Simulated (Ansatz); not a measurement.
Consider the redistribution: `[SiH3]B1CO1` + `C[Se][GeH2][OH]` → `C[Se]B1CO1` + `[OH][GeH2][SiH3]`.

Program: Ansatz. Geometries: PBE0-D4/def2-TZVP. ΔE: electronic, gas phase. CCSD(T)/CBS adds triple-zeta CCSD(T) − MP2 to the extrapolated MP2 energy (def2 sets, frozen cores). DFT in def2-TZVPP. B3LYP here is the variant with VWN-RPA as its local correlation; programs differ in this. For Ge, Se outer-core shells are correlated without core-valence functions, which leaves a few kJ/mol of doubt a bond. Scalar relativity is left out up to krypton. One conformer a species, not always the lowest.

`[SiH3]B1CO1`:

```xyz
9

Si    0.162    0.695    1.480
B    -0.144   -0.295   -0.227
C    -0.061   -0.603   -1.713
O    -0.757   -1.395   -0.663
H     1.627    0.796    1.720
H    -0.387    2.070    1.343
H    -0.479    0.026    2.642
H     0.784   -1.130   -2.147
H    -0.746   -0.165   -2.433
```

`C[Se][GeH2][OH]`:

```xyz
10

C     0.983   -0.465   -1.431
Se    0.817    1.261   -0.520
Ge   -1.005    0.665    0.820
O    -0.556   -0.675    1.907
H     0.118   -0.638   -2.068
H     1.087   -1.263   -0.700
H     1.882   -0.406   -2.042
H    -1.400    1.920    1.617
H    -2.155    0.071   -0.002
H     0.230   -0.470    2.419
```

`C[Se]B1CO1`:

Cartesian coordinates in Å:
```
C -1.904 -0.429 -0.029
Se -0.802 -0.151 1.562
B 0.849 0.201 0.689
C 1.826 0.404 -0.447
O 2.114 0.488 1.014
H -2.922 -0.580 0.325
H -1.565 -1.312 -0.565
H -1.861 0.450 -0.667
H 1.934 1.359 -0.953
H 2.333 -0.428 -0.929
```

`[OH][GeH2][SiH3]`:

Z-matrix (Å, degrees):
```
Ge
Si 1 2.389
O 1 1.791 2 109.9
H 1 1.536 2 113.0 3 115.2
H 1 1.546 2 111.3 3 -121.0
H 2 1.488 1 110.2 3 177.8
H 2 1.488 1 109.3 3 58.3
H 2 1.486 1 110.4 3 -61.5
H 3 0.960 1 112.4 2 -65.1
```

```csv
level,ΔE (kcal/mol),difference from CCSD(T)/CBS
r2SCAN-D4,-3.5,-0.7
ωB97X-V,-2.3,0.5
B2PLYP,-2.8,0.0
PBE,-3.8,-1.0
r2SCAN,-3.5,-0.7
PBE0,-3.5,-0.7
B3LYP,-2.9,-0.1
HF/def2-TZVPP,-1.1,1.7
MP2/def2-TZVPP,-3.3,-0.5
CCSD/def2-TZVPP,-2.9,-0.1
HF/def2-QZVPP,-1.1,1.7
MP2/def2-QZVPP,-3.2,-0.4
SCS-MP2/def2-QZVPP,-2.7,0.1
HF/CBS(def2),-1.1,1.7
MP2/CBS(def2),-3.1,-0.3
CCSD/CBS(def2),-2.7,0.1
CCSD(T)/CBS,-2.8,0
```

Largest T1 diagnostic among the species: 0.016.

In def2-TZVPP, CCSD(T) changes the Hartree–Fock value by −2.0 kcal/mol (the triples alone add −0.1 kcal/mol) and MP2 by −2.2 kcal/mol.
